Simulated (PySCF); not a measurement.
**Electric field gradients and quadrupole coupling constants**

Species: C6H7FO.
SMILES with atom numbers: `[CH2:1]=[CH:2][C:3]1=[CH:4][CH2:5][O:6][C@@H:7]1[F:8]` (hydrogens: H9, H10 on C1; H11 on C2; H12 on C4; H13, H14 on C5; H15 on C7)

Structure used (GFN2-xTB), in Å, numbered top down from 1:
```
atom  x, y, z in Å
C1    -2.5085    0.1308   -0.2455
C2    -1.5374   -0.6252    0.2559
C3    -0.1354   -0.2888    0.2165
C4     0.8944   -0.9291    0.7770
C5     2.1655   -0.2037    0.4848
O6     1.7931    0.8122   -0.4443
C7     0.4251    0.9501   -0.4495
F8     0.0571    2.0732    0.2972
H9    -3.5410   -0.1652   -0.1785
H10   -2.3079    1.0756   -0.7208
H11   -1.7656   -1.5630    0.7455
H12    0.8676   -1.8275    1.3634
H13    2.9241   -0.8326    0.0088
H14    2.5971    0.2433    1.3909
H15    0.0674    1.1580   -1.4658
```

Field gradients from the PBE0/pcSseg-1 density (PySCF, non-relativistic), principal values in atomic units, ordered |Vxx| ≤ |Vyy| ≤ |Vzz|:

```tsv
atom	Vxx	Vyy	Vzz
O6	-0.1200	-1.8250	1.9450
```

Task: Find the asymmetry η = (Vxx − Vyy)/Vzz and the couplings χ = eQV/h (234.96 MHz × Q in barn × V in au), with Q(17O) = −0.0256 b.

Result: 
```csv
atom,environment,nucleus,η,χzz (MHz),χxx (MHz),χyy (MHz)
O6,cyclic ether oxygen,17O,0.88,-11.70,0.72,10.98
```

Task: What is Vzz at O6 in SI units (1 au = 9.71736 × 10²¹ V/m²)?

Result: 1.9450 au = 18.900 × 10²¹ V/m².

Task: And the gradient at the other heavy atoms, for which no coupling is worked out here?

Result: 
```json
{"atom": "C1", "environment": "terminal =CH2 carbon", "Vzz (au)": "0.335", "η": "0.29"}
{"atom": "C2", "environment": "alkene CH carbon", "Vzz (au)": "0.301", "η": "0.61"}
{"atom": "C3", "environment": "fully substituted alkene carbon", "Vzz (au)": "0.264", "η": "0.61"}
{"atom": "C4", "environment": "alkene CH carbon", "Vzz (au)": "0.293", "η": "0.46"}
{"atom": "C5", "environment": "sp3 carbon bound to oxygen", "Vzz (au)": "0.406", "η": "0.09"}
{"atom": "C7", "environment": "sp3 C–F carbon", "Vzz (au)": "-0.449", "η": "0.88"}
{"atom": "F8", "environment": "alkyl fluorine", "Vzz (au)": "2.869", "η": "0.10"}
```

Task: What couplings would deuterons (Q(2H) = 0.00286 b) have in place of the hydrogens, at this geometry?

Result: 
```csv
atom,bonded to,bond length (Å),Vzz (au),η,χzz (kHz)
H9,C1,1.076,0.3374,0.05,227
H10,C1,1.077,0.3342,0.06,225
H11,C2,1.082,0.3221,0.07,216
H12,C4,1.073,0.3431,0.05,231
H13,C5,1.094,0.2931,0.06,197
H14,C5,1.099,0.2850,0.06,192
H15,C7,1.097,0.2789,0.03,187
```

The structure is a single GFN2-xTB conformer in the gas phase; no vibrational or solvent corrections. GFN2-xTB bond lengths can be off by several hundredths of an ångström, more for odd bonds, and the gradients follow them. These gradients aren't converged with respect to the basis.

These values come from a run that also computed NMR shieldings. On one thread, Intel Xeon at 2.50 GHz (x86_64), no GPU, shared host with 64 logical CPUs at a one-minute load of 54, this took 88 s wall, 79 s CPU (grids of density and orbitals included) and 0.76 GiB of memory at its peak.
